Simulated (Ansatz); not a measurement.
Ansatz (a program for electronic structure) input (CCSD(T)/aug-cc-pV(D+d)Z):
A basis named .json is the Basis Set Exchange file of that set.

Ansatz 0.2 input:
```yaml
crystal:
  periodic: [false, false, false]
  atoms:
    - {symbol: Si, position_ang: [-0.11018041, -0.36238245, -1.40174276]}
    - {symbol: N, position_ang: [-1.02218220, 0.53699596, -0.08373147]}
    - {symbol: Si, position_ang: [-2.25750911, -0.14709847, 0.85911864]}
    - {symbol: O, position_ang: [1.48853122, -0.46100679, -0.64458809]}
    - {symbol: Si, position_ang: [2.13519775, 0.28980601, 0.62059760]}
    - {symbol: H, position_ang: [0.18764703, 0.91502083, -2.23158369]}
    - {symbol: H, position_ang: [-0.84274332, 1.52215342, 0.05691996]}
    - {symbol: H, position_ang: [-3.55854819, -0.39556211, 0.16025592]}
    - {symbol: H, position_ang: [-1.89053486, -1.45906013, 1.46078579]}
    - {symbol: H, position_ang: [-2.60178339, 0.77058398, 1.99308661]}
    - {symbol: H, position_ang: [1.61026524, -0.15469492, 1.94537270]}
    - {symbol: H, position_ang: [1.98978708, 1.77932175, 0.60158581]}
    - {symbol: H, position_ang: [3.60782072, 0.02676845, 0.66477315]}
basis:
  gaussian:
    orbitals: aug-cc-pV_D+d_Z.json
total_charge: -1
magnetization: {spin_polarized: false}
correlation: {method: ccsd_t, electrons: outside_noble_gas}
output: {forces: true}
```

End of the output:

```
2157 factors; integrals over basis functions are off by at most 9.7e-4 eV
1.24 GiB of device memory are held for the factors and their scratch space
mean field: 1.51 GiB planned
mean field evaluation 1: about -27232.3758 eV, gradient 3.5e1 eV
mean field evaluation 2: about -27232.5014 eV, gradient 3.5e1 eV
mean field evaluation 4: about -27235.9863 eV, gradient 4.8e0 eV
mean field evaluation 8: about -27236.0779 eV, gradient 3.1e-1 eV
mean field evaluation 16: about -27234.9810 eV, gradient 2.0e1 eV
mean field -27236.07863248 eV, -1000.9074284665 hartree, gradient 5.2e-6 eV, S^2 0.000000; 0 other end points of the search recorded, 0 dependent functions left out
17 core orbitals not correlated
reference -27236.07863248 eV, -1000.9074284665 hartree; 16, 16 occupied and 181, 181 virtual orbitals, 2157 factors
densities: 8.22 GiB planned
second order -19.47160478 eV of doubles, -0.00000000 eV of singles
coupled cluster: 6.31 GiB planned
cycle   1  -20.47467528 eV  change    -1.0e0 eV  update   1.3e-1
cycle   2  -21.14976909 eV  change   -6.8e-1 eV  update   4.0e-2
cycle   3  -21.32549594 eV  change   -1.8e-1 eV  update   2.2e-2
cycle   4  -21.31595414 eV  change    9.5e-3 eV  update   5.3e-3
cycle   5  -21.31230466 eV  change    3.6e-3 eV  update   2.6e-3
cycle   6  -21.31313920 eV  change   -8.3e-4 eV  update   9.0e-4
cycle   7  -21.31302372 eV  change    1.2e-4 eV  update   4.2e-4
cycle   8  -21.31286758 eV  change    1.6e-4 eV  update   1.8e-4
cycle   9  -21.31290745 eV  change   -4.0e-5 eV  update   8.1e-5
cycle  10  -21.31295173 eV  change   -4.4e-5 eV  update   3.3e-5
cycle  11  -21.31292456 eV  change    2.7e-5 eV  update   1.6e-5
cycle  12  -21.31292863 eV  change   -4.1e-6 eV  update   7.4e-6
cycle  13  -21.31293140 eV  change   -2.8e-6 eV  update   3.0e-6
perturbative correction -0.70406057 eV, -0.0258737487 hartree
the calculation of the forces begins
1.24 GiB of device memory are held for the factors and their scratch space
Total energy: -27258.09562445 eV, -1001.7165379977 hartree
Atom 0 at    -0.110180    -0.362382    -1.401743 Å, force    -0.344807    -0.124339    -0.525052 eV/Å
Atom 1 at    -1.022182     0.536996    -0.083731 Å, force     0.289355     0.111252    -0.118206 eV/Å
Atom 2 at    -2.257509    -0.147098     0.859119 Å, force    -0.507925    -0.241659     0.351696 eV/Å
Atom 3 at     1.488531    -0.461007    -0.644588 Å, force     0.220476    -0.643550    -0.632781 eV/Å
Atom 4 at     2.135198     0.289806     0.620598 Å, force     0.318140     0.471679     0.748955 eV/Å
Atom 5 at     0.187647     0.915021    -2.231584 Å, force     0.005206     0.020842    -0.026214 eV/Å
Atom 6 at    -0.842743     1.522153     0.056920 Å, force     0.076379     0.418383     0.029955 eV/Å
Atom 7 at    -3.558548    -0.395562     0.160256 Å, force    -0.099589    -0.024166    -0.062061 eV/Å
Atom 8 at    -1.890535    -1.459060     1.460786 Å, force     0.046267    -0.122043     0.049811 eV/Å
Atom 9 at    -2.601783     0.770584     1.993087 Å, force    -0.024634     0.071015     0.094389 eV/Å
Atom 10 at     1.610265    -0.154695     1.945373 Å, force    -0.054734    -0.035327     0.108818 eV/Å
Atom 11 at     1.989787     1.779322     0.601586 Å, force    -0.026045     0.117410    -0.012635 eV/Å
Atom 12 at     3.607821     0.026768     0.664773 Å, force     0.101912    -0.019496    -0.006674 eV/Å
Dipole moment:     0.065657     0.446587     0.717963 e Å
```

It need not be the lowest isomer of its formula. Whether it binds its extra electron was not tested at this geometry.
